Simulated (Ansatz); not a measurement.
A structure relaxed at PBE/def2-SVPD in Ansatz, charge -1, doublet:

```xyz
5

Cd   -1.0567   -0.5520    2.9972
Cd    1.0184    1.3859    1.5891
Cd    1.1024    1.1631   -1.7125
Cd   -0.9450   -0.9239   -2.9396
Cd   -0.1192   -1.0731    0.0657
```

(1) Give its formula and point group.

(2) Summarise the bond lengths by kind (pairs closer than 1.2 times the sum of covalent radii, bridged metal pairs left out).

## Answers

(1) Cd5⁻ (the lowest doublet isomer of a short search). Point group Cs (tolerance 0.1 Å).

(2) 7 × Cd–Cd 3.11 to 3.31 Å.

In the def2 sets Cd takes a core potential; there is no spin–orbit coupling. The highest occupied level of the charge -1 doublet lies above zero (up to 0.63 eV). The electron is either unbound and held by the finite basis, or the level is raised by self-interaction error. The structure comes from a short search, and lower isomers may exist.
